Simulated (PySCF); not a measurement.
## Sound and unsound settings

Molecule: SMILES Cl[C@H]1[C@@]2([C@H](F)C2)C1, C5H6ClF; geometry GFN2-xTB.

Cartesian coordinates in Å; atom numbers follow the order of the lines, from 1:
```xyz
13

F     1.3848    1.9098    0.4505
C     1.2911    0.5534    0.3843
C     1.1638   -0.0756   -0.9791
C     0.0156   -0.0620   -0.0336
C    -0.9637   -1.0276    0.5255
C    -1.4208    0.2781   -0.0774
Cl   -2.0525    1.5251    0.9912
H     1.9024    0.1014    1.1573
H     1.1274    0.5931   -1.8263
H     1.6800   -1.0055   -1.1646
H    -1.0201   -1.1309    1.5990
H    -1.1694   -1.9376   -0.0196
H    -1.9429    0.2788   -1.0248
```

All runs: PySCF 2.14, non-relativistic, gas phase unless a solvent (IEF-PCM) is named; grid level 2, GIAOs and SCF threshold 1e-9 unless changed. The yardstick, PBE0/pcSseg-1, gives these isotropic shieldings σ (ppm, equivalent atoms averaged): C2 108.9, C5 165.5, C4 165.5, H8 26.76, H9 30.28, H12 30.57, H10 30.83.

Question: What do these inputs give? (1) solvent dichloromethane; PBE0/MINI; conv 1e-06; guess vsap; (2) PBE0/aug-cc-pVDZ; max_cycle 64; charge 1; altered: charge 1

Answer: 
```
run    outcome  functions  wall time     C2     C5     C4     H8     H9    H12    H10
  1  converged         45      3.8 s  173.4  208.3  222.4  26.42  28.84  28.86  29.02
  2    refused          –     0.03 s      –      –      –      –      –      –      –
```

Times are on 1 thread of an Arm Neoverse V1, shared host.

Question: Comment on the technical settings and failures.

Answer: 
- Run 1: The orbital basis and medium differ from the yardstick's, which in itself moves the values. A loose SCF threshold (1e-06) leaves errors in the orbitals that response properties inherit. The starting guess changes the path of the SCF (7 cycles), not the solution, provided the same state is reached. With 45 functions the basis is far too small for magnetic properties.
- Run 2: The program stopped with: RuntimeError: Electron number 61 and spin 0 are not consistent
Note mol.spin = 2S = Nalpha - Nbeta, not 2S+1 Charge 1 and multiplicity 1 describe another species than the intended molecule, on its geometry.

Runs 1, 2 were set up unsoundly or failed; their numbers aren't to be quoted as properties of the molecule.
